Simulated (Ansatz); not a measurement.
Reaction (ligand exchange at a B–F bond): `BF` + `N[SiH2][TeH]` → `B[Te][SiH2]N` + H–F

Program: Ansatz. Geometries: PBE0-D4/def2-TZVP. ΔE: electronic, gas phase. CCSD(T)/CBS adds triple-zeta CCSD(T) − MP2 to the extrapolated MP2 energy (def2 sets, frozen cores). This one scheme is used for every species. DFT in def2-TZVPP. def2 core potentials past Kr. For Te outer-core shells are correlated without core-valence functions, which leaves a few kJ/mol of doubt a bond. One conformer a species, not always the lowest.

```json
{"level": "PBE", "ΔE (eV)": "0.70"}
{"level": "CCSD(T)/def2-TZVPP", "ΔE (eV)": "0.71"}
```

Task: What does CCSD(T)/CBS give? (Best estimate.)

Result: Computed: +0.67 eV. The listed levels differ from it by 0.03, 0.04 eV.

Largest T1 diagnostic among the species: 0.014.

At CCSD(T), def2-SVP lies +0.26 eV from the extrapolated value and def2-TZVPP +0.04 eV. In def2-TZVPP, CCSD(T) changes the Hartree–Fock value by −0.39 eV (the triples alone add −0.07 eV) and MP2 by −0.46 eV.
